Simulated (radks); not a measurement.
Kinetic energies: the exact non-interacting value of the Kohn-Sham orbitals and orbital-free approximations, in hartree. Species: Cu [Ar] 3d10 4s1; Kr [Kr]; Cd+ [Kr] 4d10 5s1. Method: non-relativistic Kohn-Sham, r2SCAN, spin-polarised, spherical densities, point nucleus; meta-GGA in the generalised Kohn-Sham scheme; computed with a radial shooting solver on a logarithmic mesh with Libxc functionals. Every spin shell is full or empty, so the densities are truly spherical. Functionals are evaluated on that one density, not self-consistently.

\begin{tabular}{lrrr}
functional & Cu & Kr & Cd+ \\ \hline
exact & 1639.32 & 2752.25 & 5465.04 \\
Thomas-Fermi & 1533.9 & 2591.0 & 5173.2 \\
TF + vW & 2353.0 & 3867.2 & 7476.0 \\
TF + vW/9 & 1624.9 & 2732.8 & 5429.1 \\
TF + vW/5 & 1697.7 & 2846.3 & 5633.8 \\
LC94 & 1637.4 & 2753.8 & 5469.9 \\
APBEK & 1638.9 & 2755.9 & 5473.0 \\
revAPBEK & 1642.9 & 2761.8 & 5482.9 \\
Perdew 92 & 1625.1 & 2733.1 & 5429.6 \\
Thakkar & 1630.3 & 2739.5 & 5435.7 \\
Pearson & 1617.6 & 2723.5 & 5415.2 \\
LKT & 2027.6 & 3352.5 & 6532.0 \\
PG1 & 1947.0 & 3226.6 & 6304.2 \\
DePristo-Kress & 1636.1 & 2750.7 & 5461.4 \\
\end{tabular}
